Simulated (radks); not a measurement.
Values are calculated unless marked as measured or tabulated.
Question: Radial electron density D(r) = 4 pi r^2 rho(r) of an atom or ion with 1 electrons. Code: a radial shooting solver on a logarithmic mesh with Libxc functionals. Model: scalar-relativistic Kohn-Sham, PBE, spin-polarised, spherical densities, finite nucleus; Fermi nuclear charge, rms radius of each element as measured or else 0.836 A^(1/3) + 0.57 fm.

```
   r/bohr * D(r) (the largest magnitude, 4.86, reaches the edge; | marks zero)
 0.008781 | *
 0.009437 |  *
  0.01022 |  *
  0.01099 |  *
   0.0119 |   *
  0.01279 |   *
  0.01385 |    *
  0.01489 |     *
    0.016 |     *
  0.01733 |      *
  0.01863 |       *
  0.02018 |        *
  0.02169 |          *
  0.02349 |           *
  0.02525 |            *
  0.02735 |              *
  0.02939 |                *
  0.03184 |                  *
  0.03421 |                    *
  0.03706 |                      *
  0.03983 |                         *
   0.0428 |                           *
  0.04637 |                              *
  0.04983 |                                 *
  0.05398 |                                    *
  0.05801 |                                      *
  0.06284 |                                         *
  0.06753 |                                            *
  0.07316 |                                              *
  0.07862 |                                                 *
  0.08517 |                                                   *
  0.09153 |                                                    *
  0.09836 |                                                     *
   0.1066 |                                                      *
   0.1145 |                                                      *
    0.124 |                                                     *
   0.1333 |                                                    *
   0.1444 |                                                  *
   0.1552 |                                               *
   0.1681 |                                            *
   0.1807 |                                         *
   0.1957 |                                    *
   0.2103 |                                *
   0.2278 |                           *
   0.2448 |                       *
   0.2631 |                   *
    0.285 |               *
   0.3063 |            *
   0.3318 |        *
   0.3566 |      *
   0.3863 |    *
   0.4151 |  *
   0.4497 | *
   0.4833 |*
   0.5236 |*
   0.5626 *
   0.6095 *
    0.655 *
```

What is the nuclear charge?

Answer: Z = 9. The innermost maximum, from 1s, lies near gamma/Z bohr with gamma = sqrt(1 - (Z/c)^2) = 0.998, here 0.111 bohr (found: 0.111), and its height grows with Z. The density is that of the fluorine ion F8+ in 1s1; the configuration itself is not fixed sharply by these data. D(r) has 1 maximum, at r = 0.111 bohr.
